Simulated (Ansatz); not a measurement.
**How methods differ on SiH3Br (SMILES [SiH3]Br)**

The species is SiH3Br (5 atoms), meant as a singlet with charge 0. As SMILES, `[SiH3]Br`. The shape is that of a PBE0-D4/def2-TZVP optimisation.

```xyz
5

Si   -0.1474    0.0561   -0.0432
Br    1.8530   -0.7051    0.5433
H    -1.0646   -0.1052    1.1079
H    -0.6256   -0.7313   -1.2023
H    -0.0155    1.4856   -0.4056
```

Each level gives the vertical ionisation energy (to the doublet cation) (eV). The values are calculated.

| level | kind | program | value (eV) | CPU time (all runs) |
| --- | --- | --- | --- | --- |
| SVWN5/def2-TZVP | LDA | Ansatz | 10.75 | 20 s |
| BLYP/def2-TZVP | GGA | Ansatz | 10.49 | 47 s |
| revPBE/def2-TZVP | GGA | Ansatz | 10.57 | 47 s |
| r2SCAN/def2-TZVP | meta-GGA | Ansatz | 10.80 | 2.7 min |
| B3LYP/def2-TZVP | global hybrid | Ansatz | 10.86 | 78 s |
| r2SCAN0/def2-TZVP | hybrid meta-GGA | Ansatz | 10.95 | 4.3 min |
| B2PLYP/def2-TZVP | double hybrid | Ansatz | 10.94 | 46 s |
| RPA@PBE0/def2-TZVP | RPA | Ansatz | 11.01 | 92 s |
| MP2/def2-TZVP | perturbation theory | Ansatz | 11.12 | 58 s |
| BCCD(T)/def2-TZVP | coupled cluster or CI | Ansatz | 10.95 | 3.1 min |

All-electron rows without a relativistic Hamiltonian named are non-relativistic. Spin-orbit coupling, which can split open shells on such heavy atoms by tenths of an eV, is left out. The values span 10.49 to 11.12 eV. In the correlated wave-function rows the outer d shell of Br is correlated, in sets not made for it. Times are those of the runs behind each value, whatever else they computed, on shared processors of several kinds: orders of magnitude only.
